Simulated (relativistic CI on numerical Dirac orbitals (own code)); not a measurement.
# What each ingredient does to the levels of Rh³⁰⁺

Base calculation: Dirac-Coulomb-Breit CI, orbitals from a KLI potential per configuration, model QED (radiative potential, 1s self-energy scaled to tabulated hydrogen-like ionisation energies), unscaled Slater integrals.

Configuration list (outside the closed core [Ne]): 3s²3p³, 3s3p⁴, 3s²3p²3d, 3p⁵, 3s3p³3d, 3p⁴3d, 3s3p²3d², 3s²3p3d4p, 3p⁴4s, 3s3p²3d4s, 3p⁴4p, 3s²3p²4s, 3s²3p3d², 3s²3d³, 3s3p3d³, 3s²3d²4s, 3p³3d², 3p²3d³, 3p²3d²4s, 3s²3p3d4s, 3s3p3d²4s, 3s²3d4s², 3s3p²3d4p, 3s3p3d²4p, 3p²3d²4p, 3s3p3d4s4p. Double excitations out of closed p, d and f shells are left out; levels of such configurations are missing from the list, as are those of other unlisted configurations, and high levels can miss mixing partners.

Variants: (1) valence Slater integrals scaled by 0.9; (2) configuration mixing switched off; (3) one mean potential for all configurations. Shifts of the energy above 3s²3p³ ⁴S°3/2, in cm⁻¹, for the lowest level and the first level of each name with at least 55 % of one term (blank where a level changes its place among those of its configuration and J or its character, or is not in the variant):

```tsv
Level	Base	Δ(1)	Δ(2)	Δ(3)
3s²3p³ ⁴S°3/2	0	0	0	0
3s²3p³ ²D°5/2	274925	-1442	+1332	+51
3s²3p³ ²P°1/2	338664	-6860	+9159	+18
3s²3p³ ²P°3/2	563765	-2559	+9651	+104
3s3p⁴ ⁴P5/2	849891	+16359	+41580	+403
3s²3p²3d ⁴D1/2	1178956	+7747	+9788	-5
3s²3p²3d ⁴F9/2	1293596	+3168	-15075	-117
3s²3p²3d ²G9/2	1552587	+1903	-11561	-108
3s3p³3d ⁶D°5/2	1782026	+21819	-27818	+389
3s3p³3d ⁶D°1/2	1783224	+22929	-33074	+403
3s3p³3d ⁶D°3/2	1784453	+22348	-30999	+396
3s3p³3d ⁶D°7/2	1793361	+22232	-28780	+372
3s3p³3d ⁶D°9/2	1835100	+22695	-36049	+337
3s3p³3d ⁴D°1/2	1994839	+5735	+3036	+517
```

At this charge energies of transitions that change n are usually good to better than 1 %, and those within a shell (Δn = 0) to a few per cent.

Ionisation energy from the two ground configurations alone: base 1746.72 eV. The NIST ASD value (semi-empirical) is 1763 eV.

LS names give the leading component of a level, which can be under half, so a name can repeat, a term be missing and a line seem to break the LS rules.
